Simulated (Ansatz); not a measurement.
Gas-phase electronic energies from Ansatz, PBE0-D4/def2-TZVP geometries. CBS: MP2 limit from def2 TZ/QZ plus the TZ coupled-cluster correction, frozen cores. This one scheme is used for every species. Functionals use def2-TZVPP. For Br outer-core shells are correlated without core-valence functions, which leaves a few kJ/mol of doubt a bond. Scalar relativity is left out up to krypton. One conformer a species, not always the lowest.

`CCCCBr` + H₂ → `CCC` + `CBr`  (hydrogenolysis of a C–C bond)

`CCCCBr`:

```xyz
14

C     1.259   -0.433    1.446
C     0.198    0.326    0.668
C    -0.221   -0.398   -0.600
C    -1.296    0.299   -1.396
Br   -0.691    1.998   -2.145
H     0.903   -1.424    1.742
H     2.162   -0.573    0.846
H     1.545    0.102    2.354
H     0.569    1.321    0.406
H    -0.684    0.483    1.299
H     0.651   -0.572   -1.240
H    -0.615   -1.390   -0.339
H    -2.164    0.548   -0.785
H    -1.617   -0.287   -2.254
```

H₂:

Z-matrix (Å, degrees):
```
H
H 1 0.746
```

`CCC`:

Z-matrix (Å, degrees):
```
C
C 1 1.519
H 1 1.094 2 111.1
H 1 1.094 2 111.1 3 119.5
H 1 1.093 2 111.7 3 -120.3
C 2 1.519 1 112.7 3 -59.7
H 2 1.095 1 109.5 3 178.2
H 2 1.095 1 109.5 3 62.4
H 6 1.094 2 111.0 1 59.7
H 6 1.093 2 111.7 1 -180.0
H 6 1.094 2 111.1 1 -59.7
```

`CBr`:

Z-matrix (Å, degrees):
```
C
Br 1 1.933
H 1 1.086 2 108.0
H 1 1.086 2 108.0 3 -120.0
H 1 1.086 2 108.0 3 120.0
```

(1) Is it downhill or uphill in electronic energy at CCSD(T)/CBS, and by how much? (Estimate.)

(2) What do these levels give: r2SCAN, r2SCAN0, MP2/def2-SVP, CCSD(T)/def2-SVP, CCSD(T)/def2-TZVPP, HF/def2-QZVPP? (Best estimate.)

Largest T1 diagnostic among the species: 0.008.

Answers

(1) Ansatz gave: Downhill: ΔE = -48.1 kJ/mol.

(2) Ansatz gave: r2SCAN -53.8, r2SCAN0 -56.6, MP2/def2-SVP -46.1, CCSD(T)/def2-SVP -51.2, CCSD(T)/def2-TZVPP -50.5, HF/def2-QZVPP -78.2 kJ/mol.

At CCSD(T), def2-SVP lies −3.1 kJ/mol from the extrapolated value and def2-TZVPP −2.4 kJ/mol. The D4 term adds +12.8 kJ/mol with B3LYP and +7.2 kJ/mol with PBE0; it sums over pairs of atoms, weighted by their polarisabilities, and B3LYP, whose exchange is more repulsive, gets the larger term.

B3LYP here is the variant with VWN-RPA as its local correlation; programs differ in this.
